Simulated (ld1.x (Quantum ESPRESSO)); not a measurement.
## Reading a pseudo-wave (P (Z = 15))

Columns: radius, all-electron u(r) and pseudo u(r) of the 3p shell (level -5.48 eV) of phosphorus in the configuration [Ne] 3s2 3p3; PBEsol, scalar-relativistic, TM scheme, ld1.x (Quantum ESPRESSO) 7.5.

| r (bohr) | all-electron | pseudo |
| --- | --- | --- |
| 0.068 | 0.0761 | -0.0041 |
| 0.135 | 0.1870 | -0.0157 |
| 0.202 | 0.2644 | -0.0342 |
| 0.270 | 0.2963 | -0.0587 |
| 0.338 | 0.2872 | -0.0874 |
| 0.405 | 0.2482 | -0.1179 |
| 0.473 | 0.1883 | -0.1498 |
| 0.540 | 0.1171 | -0.1810 |
| 0.608 | 0.0387 | -0.2117 |
| 0.675 | -0.0403 | -0.2413 |
| 0.742 | -0.1181 | -0.2708 |
| 0.810 | -0.1935 | -0.3017 |
| 0.878 | -0.2641 | -0.3345 |
| 0.945 | -0.3281 | -0.3695 |
| 1.013 | -0.3872 | -0.4079 |
| 1.080 | -0.4395 | -0.4479 |
| 1.148 | -0.4866 | -0.4890 |
| 1.215 | -0.5273 | -0.5276 |
| 1.283 | -0.5628 | -0.5628 |
| 1.350 | -0.5924 | -0.5924 |
| 1.418 | -0.6173 | -0.6173 |
| 1.485 | -0.6372 | -0.6372 |
| 1.553 | -0.6530 | -0.6530 |
| 1.620 | -0.6645 | -0.6645 |
| 1.688 | -0.6726 | -0.6726 |
| 1.755 | -0.6774 | -0.6774 |

Q: How many radial nodes do the two functions have?

A: The all-electron 3p function has n − l − 1 = 1; the pseudo-wave has 0, since the states of the same l below it are removed with the core.

Q: At about which radius was the pseudo-wave matched?

A: 1.35 bohr. The columns agree to 0.0005 from 1.22 bohr on; several derivatives are matched, so the curves merge somewhat inside the radius.

Q: Is the pseudo-wave norm-conserving?

A: Yes: the TM scheme keeps the norm inside the radius equal to the all-electron one, which fixes the energy derivative of the logarithmic derivative at the level.
